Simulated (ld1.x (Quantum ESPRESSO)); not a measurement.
## PBE TM dataset for nitrogen (N), non-relativistic all-electron reference.

* Element: N
* Generator: ld1.x (Quantum ESPRESSO) 7.5
* Type: norm-conserving Troullier–Martins (Kleinman–Bylander form)
* Functional: PBE
* Relativity: non-relativistic
* Frozen core: none
* Valence charge: 7
* Reference configuration: 1s2 2s2 2p3
* Partial waves: 2p (bound): rc 1.70 bohr; 1s (bound): rc 0.30 bohr
* Local potential: the s channel
* Core correction: none

Occupied shells without a wave of their own: 2s. They enter only through the test configuration that unscreens the potential.

All-electron outer shells of the reference configuration (PBE, non-relativistic, ld1.x):

| shell | level (eV) | outermost node (bohr) | outermost maximum (bohr) |
| --- | --- | --- | --- |
| 1s | -384.48 | – | 0.15 |
| 2s | -18.56 | 0.32 | 1.02 |
| 2p | -7.10 | – | 0.98 |

Calculated quality:

```
Largest excitation error : +6700 meV (all-electron minus pseudo) for 1s1 2s2 2p3, out of 7 test configurations
```

A Bessel basis up to 400 Ry misses an occupied level by 0.81 Ry, so cutoffs and ghosts were not judged.

Generation and tests took about 1.2 s on one core of a shared server CPU.
